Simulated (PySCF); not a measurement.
Job file and geometry (Å, from GFN2-xTB) of an NMR shielding run on SMILES [C](=C/OC)(/C)[Al]([CH3])[F], C5H10AlFO, GIAO PBE0/pcSseg-1 NMR shielding, non-relativistic, gas phase in PySCF 2.14.0, density-fitted response routines; density fitting, a coarse starting grid and PySCF grid level 2 are the driver's defaults:

```
$ OMP_NUM_THREADS=1 python probes_run.py task.json out

{"job": {"kind": "nmr", "xc": "PBE0", "basis": "pcSseg-1"}, "charge": 0, "multiplicity": 1}
C      2.938622    -0.582434     0.702117
O      2.041923     0.372754     0.196664
C      0.735963    -0.006278     0.122014
C     -0.231356     0.797833    -0.337281
C      0.096072     2.194902    -0.803693
Al    -2.064652     0.071818    -0.368628
C     -2.629635    -1.744667     0.217613
F     -3.235041     1.092432    -0.943447
H      3.923466    -0.117987     0.690874
H      2.684089    -0.866641     1.729222
H      2.956587    -1.484099     0.079817
H      0.510248    -1.014920     0.460440
H      0.811330     2.165063    -1.625465
H      0.544708     2.771506     0.005027
H     -0.810046     2.699960    -1.139926
H     -2.149392    -2.548171    -0.345963
H     -2.421835    -1.941016     1.272167
H     -3.709812    -1.853736     0.076794
```

**Question.** What does the program print?

**Answer.** 
```
coarse grid: 15432 points
cycle   1  E = -613.3221128032  dE =  6.356e-01  |g| = 8.518e-01  |ddm| = 3.731e+00
cycle   2  E = -613.1864668795  dE =  1.356e-01  |g| = 1.256e+00  |ddm| = 1.508e+00
cycle   3  E = -613.4615570216  dE = -2.751e-01  |g| = 1.169e-01  |ddm| = 9.231e-01
cycle   4  E = -613.4640134714  dE = -2.456e-03  |g| = 4.412e-02  |ddm| = 1.158e-01
cycle   5  E = -613.4644225240  dE = -4.091e-04  |g| = 1.349e-02  |ddm| = 4.042e-02
cycle   6  E = -613.4644590877  dE = -3.656e-05  |g| = 6.044e-03  |ddm| = 1.670e-02
cycle   7  E = -613.4644680068  dE = -8.919e-06  |g| = 8.680e-04  |ddm| = 5.877e-03
final grid: 144464 points
cycle   8  E = -613.5280236228  dE = -3.671e-05  |g| = 1.133e-02  |ddm| = 2.777e-02
cycle   9  E = -613.5279974114  dE =  2.621e-05  |g| = 1.641e-02  |ddm| = 1.842e-02
cycle  10  E = -613.5280493901  dE = -5.198e-05  |g| = 2.290e-03  |ddm| = 1.224e-02
cycle  11  E = -613.5280505694  dE = -1.179e-06  |g| = 2.860e-04  |ddm| = 2.151e-03
cycle  12  E = -613.5280505836  dE = -1.421e-08  |g| = 1.637e-04  |ddm| = 3.948e-04
cycle  13  E = -613.5280505900  dE = -6.396e-09  |g| = 2.621e-05  |ddm| = 1.408e-04
cycle  14  E = -613.5280505901  dE = -1.310e-10  |g| = 6.617e-06  |ddm| = 2.486e-05
converged SCF energy = -613.5280505901

GIAO shielding tensors (ppm)
atom      isotropic    diamagn.    paramagn.     s11        s22        s33       span
  0 C      127.551     243.875    -116.325     96.260    102.505    183.887     87.628
  1 O      210.395     396.927    -186.531     76.832    251.559    302.795    225.963
  2 C       19.552     259.644    -240.093    -84.192     59.159     83.687    167.879
  3 C       66.415     260.142    -193.727     -7.085     42.734    163.596    170.681
  4 C      172.772     244.615     -71.843    157.711    175.407    185.198     27.487
  5 Al     379.031     797.667    -418.636    310.632    346.580    479.881    169.250
  6 C      199.987     252.607     -52.620    193.485    201.390    205.087     11.602
  7 F      315.883     470.820    -154.938    209.499    368.313    369.836    160.338
  8 H       27.707      27.427       0.281     23.825     25.913     33.383      9.558
  9 H       27.992      29.231      -1.240     24.636     25.802     33.538      8.902
 10 H       27.991      29.228      -1.237     24.638     25.802     33.534      8.896
 11 H       25.578      37.124     -11.546     21.854     24.813     30.065      8.211
 12 H       29.841      29.202       0.639     25.418     28.223     35.881     10.463
 13 H       29.838      29.210       0.629     25.412     28.232     35.871     10.459
 14 H       29.770      29.310       0.459     24.234     30.154     34.921     10.687
 15 H       31.924      31.592       0.333     27.497     29.259     39.017     11.521
 16 H       31.925      31.579       0.346     27.502     29.250     39.024     11.522
 17 H       31.769      27.684       4.085     26.795     28.673     39.838     13.043
```

Size and cost of the density-fitted run: 193 basis functions, 42 s wall time on 1 thread of an Arm Neoverse V1, shared host; peak memory 0.85 GiB.
